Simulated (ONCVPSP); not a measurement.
## u(r) = r·R(r): atom against pseudo-atom (Cl (Z = 17))

Columns: radius, all-electron u(r) and pseudo u(r) of the 2p shell (level -191.62 eV) of chlorine in the configuration [He] 2s2 2p6 3s2 3p5; LDA (Perdew-Wang 92), scalar-relativistic, ONCV scheme, ONCVPSP 4.0.1.

```
r (bohr)  all-electron  pseudo
   0.038        0.1663  0.0548
   0.075        0.4767  0.2039
   0.113        0.8055  0.4330
   0.150        1.0753  0.7005
   0.188        1.2827  0.9840
   0.225        1.4149  1.2361
   0.263        1.4889  1.4441
   0.300        1.5110  1.5786
   0.338        1.4945  1.6413
   0.375        1.4498  1.6313
   0.413        1.3835  1.5607
   0.450        1.3059  1.4520
   0.488        1.2180  1.3191
   0.525        1.1288  1.1877
   0.563        1.0366  1.0630
   0.600        0.9484  0.9568
   0.638        0.8612  0.8624
   0.675        0.7806  0.7804
   0.713        0.7029  0.7027
   0.750        0.6326  0.6324
   0.788        0.5660  0.5659
   0.825        0.5067  0.5065
   0.863        0.4511  0.4510
   0.900        0.4021  0.4019
   0.938        0.3566  0.3565
   0.975        0.3167  0.3166
```

Task: How many radial nodes do the two functions have?

Result: The all-electron 2p function has n − l − 1 = 0; the pseudo-wave has 0.

Task: At about which radius was the pseudo-wave matched?

Result: 0.70 bohr, where the columns begin to agree (steps of 0.04 bohr).

Task: Where does each function peak?

Result: Outermost all-electron maximum near 0.30 bohr, pseudo maximum near 0.34 bohr (to the table’s step).

Task: Is the pseudo-wave norm-conserving?

Result: Yes: the ONCV scheme keeps the norm inside the radius equal to the all-electron one, which fixes the energy derivative of the logarithmic derivative at the level.
